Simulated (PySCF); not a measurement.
## Sb: ionisation energy

Sb [Kr] 4d10 5s2 5p3 (4S) → Sb⁺ [Kr] 4d10 5s2 5p2 (3P), as a difference of total energies. Computed with PySCF 2.14 in aug-cc-pVTZ-PP with one added diffuse shell each of d, f type with ECP28MDF (6s5p5d3f, 67 functions), with a scalar-relativistic core potential. Correlated levels: valence: 4s2 4p6 4d10 frozen. The calculations carry no spin-orbit coupling.

```csv
method,ionisation energy (eV)
UHF,8.583
MP2 (valence),9.001
SCS-MP2 (valence),8.875
CCSD (valence),8.983
CCSD(T) (valence),9.015
```

How much does correlation contribute at CCSD(T) (valence)?

9.015 − (8.583) = 0.432 eV, measured against UHF.

Errors of the correlated levels include the incompleteness of this basis and the frozen core.

For comparison: 9.124 eV (measured; NIST levels, between the centres of gravity of the two terms).
